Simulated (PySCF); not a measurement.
Species: C4H3ClO2S2.
Z-matrix (Å and degrees, PBE0-D3(BJ)/def2-SVP geometry), rows numbered from 1:
```
O 
S   1  1.4452
O   2  1.4453  1  123.34
Cl  2  2.0944  1  106.13  3   122.63
C   2  1.7404  1  108.84  3  -129.39
C   5  1.3746  2  125.61  1   156.08
C   6  1.4161  5  111.19  2   178.72
C   7  1.3749  6  112.33  5    -0.52
S   8  1.7101  7  112.84  6     0.32
H   6  1.0903  5  122.85  2    -1.70
H   7  1.0903  6  124.21  5   179.09
H   8  1.0900  7  127.67  6   179.20
```

Linear response at wB97X-D/def2-SVPD (PySCF, frozen core in the response, non-relativistic).

Static isotropic polarisability: 104.20 au (15.44 Å³), principal values 84.3, 101.5, 126.8 au.

Task: What is the polarisability at 1064 nm and at the sodium D line?

Result: 105.43 au at 1064 nm (+1.2 %), 108.50 au at 589.3 nm (+4.1 %). The rise at 589.3 nm is 3.49 times that at 1064 nm; a pure ω² law gives 3.26. The lowest singlet lies at 253 nm, shorter than both wavelengths.

Task: What is the isotropic C6 coefficient between two such molecules, C6 = (3/π)∫α(iω)² dω?

Result: 4165 au (Eh·bohr⁶) by a ten-point quadrature over imaginary frequencies, which is 2490 eV·Å⁶ or 240 J·nm⁶/mol.

Task: Which effective excitation energy ω̄ makes London's formula C6 = (3/4)α²ω̄ exact here?

Result: ω̄ = 4·C6/(3α²) = 0.512 Eh = 13.9 eV. A one-pole form α(ω) = α/(1 − ω²/ω̄²) fitted to the 1064 nm value gives 10.8 eV.

Task: What n − 1 at the D line would an ideal gas of it have at 273.15 K and 1 atm (2.6868 × 10¹⁹ cm⁻³), by n − 1 = 2π·N·α′?

Result: 27.14 × 10⁻⁴, a formal value whether or not that pressure can be reached.

Task: The lowest 6 singlets have (eV, f): 4.89, 0.140; 5.30, 0.071; 5.42, 0.001; 5.86, 0.061; 6.28, 0.003; 6.34, 0.031. What share of the static polarisability do they carry in the sum over states α = Σ f/ω²?

Result: 8.18 au, 7.9 % of α; the largest term, 4.32 au, is that of the state at 4.89 eV. Their oscillator strengths add up to 0.31. Higher states carry the rest.

Task: How anisotropic is the static polarisability, by Δα² = ½[(α1 − α2)² + (α2 − α3)² + (α3 − α1)²]?

Result: Δα = 37.0 au, or 0.36 of the isotropic value.

Task: What molar refraction at the D line follows from R = (4π/3)·N_A·α′, with α′ the polarisability volume?

Result: α′ = 16.08 Å³ gives R = 40.56 cm³/mol, for isolated, non-vibrating species.

Task: How many electrons N does the Slater–Kirkwood formula C6 = (3/4)·√N·α^(3/2) need to give this C6?

Result: N = (4·C6/3)²/α³ = 27.3; the species has 92 electrons in all.

Task: What three-body coefficient follows from the one-pole estimate C9 = (3/4)·α·C6?

Result: 326000 au. This is an estimate from the two numbers above, not a computed integral.

On an Arm Neoverse V1 with one thread, no GPU, shared host, this took 64 s wall and 1.1 GiB of memory at its peak. This is the whole response run at wB97X-D/def2-SVPD, SCF included.

One conformer stands for the species.

Note: wB97X-D ran without an empirical dispersion term, which enters the total energy and its gradient alone.
